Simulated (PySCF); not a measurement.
**Potential energy of CuO⁺ along the bond**

Set-up: basis Cu cc-pVDZ-PP with ECP10, O cc-pVDZ; scalar-relativistic core potentials; PySCF 2.14. Energies in eV from Cu⁺ (3d10) + O in their ground configurations at the same level. All curves are PBE0. state 1: ³Σ⁻ (triplet), unpaired electrons π ↑↑; state 2: ³Π (triplet), unpaired electrons σ ↑, π ↑, a second solution, started from another occupation; state 3: Ms = 0 determinant of mixed spin (⟨S²⟩ near 1.0), unpaired electrons π ↑↓, a mixture of terms (⟨Lz²⟩ = 2.0), a second solution, started from another occupation; state 4: Ms = 0 determinant of mixed spin (⟨S²⟩ near 1.0), unpaired electrons σ ↓, π ↑, a second solution, started from another occupation.

```tsv
R (Å)	state 1	state 2	state 3	state 4
1.534	-0.856	-0.4028	-0.3278	-0.0894
1.606	-1.264	-0.7719	-0.7139	-0.4624
1.677	-1.470	-0.9507	-0.8963	-0.6350
1.730	-1.535	-0.9988	-0.9437	-0.6707
1.784	-1.550	-0.9962	-0.9395	-0.6490
1.837	-1.530	-0.9589	-0.9001	-0.5863
1.909	-1.469	-0.8763	-0.8132	-0.4615
1.998	-1.364	-0.7502	-0.6768	-0.2747
2.105	-1.226	-0.5993	-0.5037	-0.0503
2.248	-1.051	-0.4324	-0.2918	0.1989
```

**Question.** Put a parabola through the three lowest points of the state 1 curve and estimate Re, k and ωe (reduced mass 12.75 u; 1 eV/Å² = 0.16022 mdyn/Å; ωe = 1302.8·√(k/μ) cm⁻¹).

**Answer.** Through R = 1.73, 1.784, 1.837 Å the second-order coefficient is 6.12 eV/Å², so Re ≈ 1.780 Å, k ≈ 1.96 mdyn/Å and ωe ≈ 511 cm⁻¹. A polynomial fit of higher order to the unrounded PBE0 energies gives Re = 1.776 Å, k = 2.04 mdyn/Å, ωe = 522 cm⁻¹; anharmonicity and rounding make the difference.

The higher-order fit for each curve: state 1: Re = 1.776 Å, ωe = 522 cm⁻¹, De = 1.55 eV; state 2: Re = 1.753 Å, ωe = 566 cm⁻¹, minimum 1.00 eV below the ground-state fragments; state 3: Re = 1.751 Å, ωe = 574 cm⁻¹, minimum 0.95 eV below the ground-state fragments; state 4: Re = 1.734 Å, ωe = 645 cm⁻¹, minimum 0.67 eV below the ground-state fragments.

For an ion De counts to the pair picked by the measured ionisation energies or electron affinities, which need not be the lowest pair at this level. The state is the lowest single determinant that the PBE0 search found; with open d or f shells the true ground state can be another one.
